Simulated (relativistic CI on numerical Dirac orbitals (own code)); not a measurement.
Calculated at this level of theory: Dirac-Coulomb-Breit CI, KLI orbitals optimised for each configuration, a model potential for QED, unscaled Slater integrals (own radial code, finite nucleus).

The strongest absorption lines from the ground level of an ion, among the configurations computed and to levels below about 224 eV (vacuum wavelength in Å, gf): 111.80 (1.4), 114.24 (0.58), 117.06 (1.3), 117.29 (2), 118.24 (3.3), 122.32 (0.66), 143.42 (0.46), 187.15 (0.4).

**Question.** Which ion is it?
A. Cs XXIII
B. I XXI
C. I XIX
D. In XVII

**Answer.** B. I XXI has 33 electrons and the ground level 4s²4p³ ⁴S°3/2; the strongest line goes to 4s²4p²4d ⁴P5/2. The pattern of lines fixes the number of electrons, and along that sequence the line energies rise steadily with the charge (about as its square where n changes within one kind of shell, about linearly where n is kept but much faster in heavy ions where fine structure, which grows about as Z⁴, sets the gap, and irregularly where shells cross), which fixes Z. Configurations outside the model, such as inner-shell arrays, can give stronger lines. At this charge energies of transitions that change n are usually good to better than 1 %, and those within a shell (Δn = 0) to a few per cent.

LS names give the leading component of a level, which can be under half, so a name can repeat, a term be missing and a line seem to break the LS rules.
